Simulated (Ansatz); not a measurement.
Harmonic frequencies (cm⁻¹) at PBE0-D4/def2-TZVP from Ansatz: 106, 363, 432, 480, 635, 2003.

(1) Which molecule is it?
A. `C[O][AlH][Br]`
B. `C[Se][Al]([F])[F]`
C. `[NH2][Al]([F])[SH]`
D. `[Br][AlH][Br]`

Results:

(1) D.
